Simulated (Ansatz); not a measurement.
Computed with Ansatz on PBE0-D4/def2-TZVP structures; ΔE is electronic, products minus reactants. CCSD(T)/CBS is the MP2 limit (def2-TZVPP, def2-QZVPP) plus CCSD(T) − MP2 in def2-TZVPP, frozen cores. This one scheme is used for every species. Functionals use def2-TZVPP. B3LYP here is the variant with VWN-RPA as its local correlation; programs differ in this. HSE06 is defined as in plane-wave codes. One conformer a species, not always the lowest.

Consider the substitution at a C–N bond: `CNc1ccccc1` + H₂S → `Sc1ccccc1` + CH₃NH₂.

`CNc1ccccc1`:

Cartesian coordinates in Å:
```
C 1.578 -1.445 -1.543
N 0.643 -1.540 -0.456
C 0.022 -0.423 0.059
C 0.465 0.870 -0.230
C -0.161 1.968 0.342
C -1.237 1.813 1.200
C -1.685 0.528 1.483
C -1.069 -0.574 0.925
H 2.480 -0.910 -1.233
H 1.880 -2.450 -1.838
H 1.168 -0.933 -2.425
H 0.083 -2.374 -0.439
H 1.300 1.023 -0.901
H 0.203 2.962 0.105
H -1.721 2.675 1.640
H -2.528 0.382 2.150
H -1.423 -1.573 1.161
```

H₂S:

Cartesian coordinates in Å:
```
S 0.254 0.228 0.517
H -0.944 0.368 -0.069
H 0.690 -0.595 -0.448
```

`Sc1ccccc1`:

```xyz
13

S     0.579    1.687    2.216
C     0.202    0.659    0.840
C    -0.876    1.022    0.036
C    -1.217    0.248   -1.059
C    -0.492   -0.893   -1.369
C     0.581   -1.254   -0.568
C     0.930   -0.486    0.531
H     1.632    0.982    2.655
H    -1.447    1.914    0.271
H    -2.058    0.542   -1.676
H    -0.762   -1.497   -2.227
H     1.156   -2.144   -0.798
H     1.771   -0.780    1.149
```

CH₃NH₂:

Z-matrix (Å, degrees):
```
C
N 1 1.453
H 1 1.092 2 109.4
H 1 1.100 2 115.4 3 -121.6
H 1 1.092 2 109.4 3 116.8
H 2 1.012 1 110.6 3 62.6
H 2 1.012 1 110.6 3 -179.3
```

```json
{"level": "LDA (SPW92)", "ΔE (kJ/mol)": "30.3", "difference from CCSD(T)/CBS": "20.9"}
{"level": "PBE-D4", "ΔE (kJ/mol)": "14.9", "difference from CCSD(T)/CBS": "5.5"}
{"level": "revPBE-D4", "ΔE (kJ/mol)": "13.5", "difference from CCSD(T)/CBS": "4.1"}
{"level": "BLYP-D4", "ΔE (kJ/mol)": "13.8", "difference from CCSD(T)/CBS": "4.4"}
{"level": "r2SCAN-D4", "ΔE (kJ/mol)": "16.1", "difference from CCSD(T)/CBS": "6.7"}
{"level": "B97M-V", "ΔE (kJ/mol)": "14.7", "difference from CCSD(T)/CBS": "5.3"}
{"level": "PBE0-D4", "ΔE (kJ/mol)": "15.9", "difference from CCSD(T)/CBS": "6.5"}
{"level": "B3LYP-D4", "ΔE (kJ/mol)": "15.3", "difference from CCSD(T)/CBS": "5.9"}
{"level": "r2SCANh-D4", "ΔE (kJ/mol)": "16.4", "difference from CCSD(T)/CBS": "7.0"}
{"level": "r2SCAN0-D4", "ΔE (kJ/mol)": "16.8", "difference from CCSD(T)/CBS": "7.4"}
{"level": "HSE06-D4", "ΔE (kJ/mol)": "15.6", "difference from CCSD(T)/CBS": "6.2"}
{"level": "BHLYP-D4", "ΔE (kJ/mol)": "16.0", "difference from CCSD(T)/CBS": "6.6"}
{"level": "CAM-B3LYP-D4", "ΔE (kJ/mol)": "19.3", "difference from CCSD(T)/CBS": "9.9"}
{"level": "ωB97X-V", "ΔE (kJ/mol)": "15.6", "difference from CCSD(T)/CBS": "6.2"}
{"level": "ωB97M-V", "ΔE (kJ/mol)": "14.9", "difference from CCSD(T)/CBS": "5.5"}
{"level": "B2PLYP", "ΔE (kJ/mol)": "11.7", "difference from CCSD(T)/CBS": "2.3"}
{"level": "PBE", "ΔE (kJ/mol)": "13.3", "difference from CCSD(T)/CBS": "3.9"}
{"level": "revPBE", "ΔE (kJ/mol)": "7.6", "difference from CCSD(T)/CBS": "-1.8"}
{"level": "BLYP", "ΔE (kJ/mol)": "11.0", "difference from CCSD(T)/CBS": "1.6"}
{"level": "PBE0", "ΔE (kJ/mol)": "14.4", "difference from CCSD(T)/CBS": "5.0"}
{"level": "B3LYP", "ΔE (kJ/mol)": "13.4", "difference from CCSD(T)/CBS": "4.0"}
{"level": "r2SCANh", "ΔE (kJ/mol)": "15.4", "difference from CCSD(T)/CBS": "6.0"}
{"level": "r2SCAN0", "ΔE (kJ/mol)": "15.9", "difference from CCSD(T)/CBS": "6.5"}
{"level": "HSE06", "ΔE (kJ/mol)": "14.3", "difference from CCSD(T)/CBS": "4.9"}
{"level": "BHLYP", "ΔE (kJ/mol)": "15.6", "difference from CCSD(T)/CBS": "6.2"}
{"level": "LC-ωPBE", "ΔE (kJ/mol)": "15.8", "difference from CCSD(T)/CBS": "6.4"}
{"level": "RPA@PBE/def2-TZVPP", "ΔE (kJ/mol)": "12.9", "difference from CCSD(T)/CBS": "3.5"}
{"level": "HF/def2-SVP", "ΔE (kJ/mol)": "29.0", "difference from CCSD(T)/CBS": "19.6"}
{"level": "MP2/def2-SVP", "ΔE (kJ/mol)": "24.5", "difference from CCSD(T)/CBS": "15.1"}
{"level": "CCSD/def2-SVP", "ΔE (kJ/mol)": "27.0", "difference from CCSD(T)/CBS": "17.6"}
{"level": "CCSD(T)/def2-SVP", "ΔE (kJ/mol)": "26.8", "difference from CCSD(T)/CBS": "17.4"}
{"level": "HF/def2-TZVPP", "ΔE (kJ/mol)": "13.7", "difference from CCSD(T)/CBS": "4.3"}
{"level": "SCS-MP2/def2-TZVPP", "ΔE (kJ/mol)": "7.7", "difference from CCSD(T)/CBS": "-1.7"}
{"level": "CCSD/def2-TZVPP", "ΔE (kJ/mol)": "13.2", "difference from CCSD(T)/CBS": "3.8"}
{"level": "CCSD(T)/def2-TZVPP", "ΔE (kJ/mol)": "12.3", "difference from CCSD(T)/CBS": "2.9"}
{"level": "HF/def2-QZVPP", "ΔE (kJ/mol)": "13.8", "difference from CCSD(T)/CBS": "4.4"}
{"level": "MP2/def2-QZVPP", "ΔE (kJ/mol)": "6.5", "difference from CCSD(T)/CBS": "-2.9"}
{"level": "SCS-MP2/def2-QZVPP", "ΔE (kJ/mol)": "6.0", "difference from CCSD(T)/CBS": "-3.4"}
{"level": "HF/CBS(def2)", "ΔE (kJ/mol)": "13.8", "difference from CCSD(T)/CBS": "4.4"}
{"level": "MP2/CBS(def2)", "ΔE (kJ/mol)": "5.3", "difference from CCSD(T)/CBS": "-4.1"}
{"level": "CCSD(T)/CBS", "ΔE (kJ/mol)": "9.4", "difference from CCSD(T)/CBS": "0"}
```

Largest T1 diagnostic among the species: 0.011.

From BLYP to BHLYP (50 % exact exchange), in def2-TZVPP and without D4, ΔE moves by +4.6 kJ/mol. Leaving LDA and LC-ωPBE aside and taking each functional with its dispersion term where it has one, the values spread over 7.6 kJ/mol, from B2PLYP to CAM-B3LYP-D4. LDA lies +17.0 kJ/mol from PBE without D4.
